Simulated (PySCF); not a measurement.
# Two-component Hartree-Fock for V¹²⁺ (vanadium, charge +12)

Start: [Ne] 3s1; 3s1/2 filled at m_j = +1/2. Calculated with PySCF 2.14 in an uncontracted even-tempered set (19 s from 0.88 bohr⁻², ratio 2.4; 13 p from 1.1 bohr⁻², ratio 2.4; 5 d from 4 bohr⁻², ratio 2.6; 4 f from 6 bohr⁻², ratio 2.6): generalised Hartree-Fock with the X2C-1e Hamiltonian and a Gaussian nucleus; one run each with spin-orbit coupling (SO) switched off, then screened by Boettger's factors.

```json
{"spinor shell": "1s1/2", "electrons": "2", "ε, spin-free (eV)": "-5854.5", "ε, screened SO (eV)": "-5854.4", "weight of nominal j (screened SO)": "1.000", "rms radius, screened SO (bohr)": "0.0767"}
{"spinor shell": "2s1/2", "electrons": "2", "ε, spin-free (eV)": "-970.96", "ε, screened SO (eV)": "-970.96", "weight of nominal j (screened SO)": "1.000", "rms radius, screened SO (bohr)": "0.328"}
{"spinor shell": "2p1/2", "electrons": "2", "ε, spin-free (eV)": "-861.58", "ε, screened SO (eV)": "-866.69", "weight of nominal j (screened SO)": "0.994", "rms radius, screened SO (bohr)": "0.296"}
{"spinor shell": "3s1/2", "electrons": "1", "ε, spin-free (eV)": "-335.74", "ε, screened SO (eV)": "-335.74", "weight of nominal j (screened SO)": "1.000", "rms radius, screened SO (bohr)": "0.854"}
```

Problem. Where does 2p3/2 lie, and what is the 2p spin-orbit splitting (screened SO)?

Solution. At -859.08 eV, 7.605 eV above 2p1/2.

| quantity | spin-free | screened SO |
| --- | --- | --- |
| E (hartree) | -889.44325 | -889.45162 |
| M_J | 1/2 | 1/2 |
| ⟨J²⟩ | 0.750 | 0.750 |
| ⟨L²⟩ | 0.000 | 0.000 |
| ⟨S²⟩ | 0.750 | 0.750 |

Each row is a mean over spinors that exchange with the open shell spreads, by up to 3.092 eV (2s1/2).

Without spin-orbit coupling the j labels of p, d and f shells carry no meaning; the spin-free column gives the mean over the occupied spinors of each nl shell.
